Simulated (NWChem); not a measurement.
Species: C2H6OSe; SMILES CC[Se]O

```xyz
10

Se    -0.3844    -0.6550    -0.0387
C     -0.3885     1.2131    -0.5816
C      0.3953     2.1248     0.3391
H     -1.4600     1.4749    -0.6155
H     -0.0096     1.2519    -1.6141
H      1.4448     1.7982     0.3956
H     -0.0212     2.1246     1.3577
H      0.3909     3.1608    -0.0368
O      1.4073    -0.9298    -0.1453
H      1.7516    -0.8001     0.7471
```
Atoms are numbered in this order, from 1.

Level: PBE0/def2-SVP (NWChem), optimised geometry, unscaled harmonic frequencies. This build's default masses of Se (78.918 u) and Br (79.917 u) are each other's, which moves their modes by up to 0.6 %.

| frequency (cm⁻¹) | IR intensity (km/mol) |
|---|---|
| 82 | 1.2 |
| 194 | 2.9 |
| 268 | 2.3 |
| 315 | 1.5 |
| 381 | 104.9 |
| 577 | 3.8 |
| 661 | 45.4 |
| 737 | 7.0 |
| 972 | 8.5 |
| 1010 | 1.3 |
| 1081 | 4.5 |
| 1104 | 45.3 |
| 1245 | 4.0 |
| 1265 | 13.8 |
| 1382 | 6.6 |
| 1431 | 4.3 |
| 1458 | 10.2 |
| 1477 | 4.1 |
| 3054 | 22.2 |
| 3074 | 8.2 |
| 3140 | 0.3 |
| 3146 | 11.8 |
| 3164 | 13.0 |
| 3863 | 80.7 |

```
Quantity                                                                            Value
-----------------------------------------------------------------------  ----------------
zero-point energy                                                           50.1 kcal/mol
thermal correction to the enthalpy at 298.15 K (with zero-point energy)     54.4 kcal/mol
heat capacity Cv                                                         19.5 cal/(mol K)
entropy at 298.15 K and 1 atm (symmetry number 1)                        77.9 cal/(mol K)
dipole moment                                                                      1.99 D
```

Rigid rotor and harmonic oscillator; modes under 100 cm⁻¹ make the entropy uncertain.
